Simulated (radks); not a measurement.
The mean radii <r> (bohr) of the occupied orbitals of an atom or ion are listed with their occupations. All-electron calculation, scalar-relativistic Kohn-Sham, PBEsol, spin-polarised, spherical densities, finite nucleus; Fermi nuclear charge, rms radius of each element as measured or else 0.836 A^(1/3) + 0.57 fm. Program: a radial shooting solver on a logarithmic mesh with Libxc functionals.

| orbital | occ. | <r> |
|---|---|---|
| 1s | 2 | 0.07311 |
| 2s | 2 | 0.3439 |
| 2p | 6 | 0.3079 |
| 3s | 2 | 1.056 |
| 3p | 6 | 1.129 |

Name the element and its charge. Open shells, if any, are filled with parallel spins first.

Answer. Z = 21, scandium, charge +3: Sc3+ in [Ar]. The 1s radius gives Z: for a bare nucleus <r> = (2 gamma + 1)/(2Z) with gamma = sqrt(1 - (Z/c)^2), 0.07087 bohr for Z = 21, and screening makes it slightly larger (0.07311 here). The occupations add up to 18, and the charge is Z minus that.
